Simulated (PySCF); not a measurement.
Mayer bond orders and bond lengths

Species: C5H12P2S.
SMILES with atom numbers: `[CH3:1][P:2]1[CH2:3][CH2:4][PH:5](=[S:6])[CH2:7][CH2:8]1` (hydrogens: H9, H10, H11 on C1; H12, H13 on C3; H14, H15 on C4; H16 on P5; H17, H18 on C7; H19, H20 on C8)

Geometry (GFN2-xTB, Å), atoms numbered from 1 in this order:
```xyz
20
C5H12P2S angstrom
C      2.630    0.265   -0.707
P      0.881   -0.133   -1.141
C      0.524   -1.301    0.266
C     -0.966   -1.596    0.359
P     -1.961   -0.125    0.819
S     -3.862   -0.408    0.954
C     -1.432    1.205   -0.328
C      0.079    1.372   -0.390
H      2.967    1.089   -1.333
H      3.251   -0.604   -0.917
H      2.730    0.540    0.342
H      0.891   -0.876    1.206
H      1.072   -2.228    0.074
H     -1.180   -2.367    1.108
H     -1.363   -1.949   -0.600
H     -1.310    0.274    2.000
H     -1.845    0.948   -1.311
H     -1.927    2.124    0.005
H      0.331    2.230   -1.020
H      0.486    1.551    0.610
```

Bond orders from the PBE0/pcSseg-1 density (PySCF). One conformer (not necessarily the lowest) at the GFN2-xTB geometry, without solvent, vibrations or thermal averaging.

(1) How far do the computed orders between heavy atoms stray from the drawn ones?

(2) Set the Mayer orders of the bonds beside their lengths.

Results:

(1) The largest departure is 0.317, at P5–S6 (drawn double, 1.683). Drawn double or triple, more than 0.30 short of the drawn order: P5–S6 (1.683).

(2) 
```csv
bond,drawn as,length (Å),Mayer order
C1–P2,single,1.845,0.985
P2–C3,single,1.863,0.935
C3–C4,single,1.522,1.011
C4–P5,single,1.834,0.892
P5–S6,double,1.927,1.683
P5–C7,single,1.834,0.892
C7–C8,single,1.521,1.011
C8–P2,single,1.863,0.935
C1–H9,single,1.088,0.957
C1–H10,single,1.088,0.957
C1–H11,single,1.089,0.945
C3–H12,single,1.095,0.927
C3–H13,single,1.094,0.942
C4–H14,single,1.097,0.934
C4–H15,single,1.097,0.924
P5–H16,single,1.406,0.863
C7–H17,single,1.096,0.924
C7–H18,single,1.097,0.934
C8–H19,single,1.094,0.942
C8–H20,single,1.095,0.927
```

By pair of heavy elements: C–P: lowest C4–P5 and P5–C7 (0.892, 1.834 Å), highest C1–P2 (0.985, 1.845 Å); in 6 of the 10 pairs the longer bond (by over 0.003 Å) has the higher order (by 0.02 or more). C–C: all 2 within 0.02 of one another (1.011 to 1.011). Bonds named together lie within 0.004.

Question: Sum the orders of all bonds at each heavy atom with more than one neighbour and set the sums beside the valence in the SMILES.

Answer: C1 3.844 (drawn 4), P2 2.855 (drawn 3), C3 3.815 (drawn 4), C4 3.761 (drawn 4), P5 4.330 (drawn 5), C7 3.761 (drawn 4), C8 3.815 (drawn 4). Orders between atoms that aren't bonded are not in these sums.

Mayer orders depend on the basis set.

These values come from a run that also computed NMR shieldings. Rough CPU time on one thread of a shared machine: about 1.8 min.
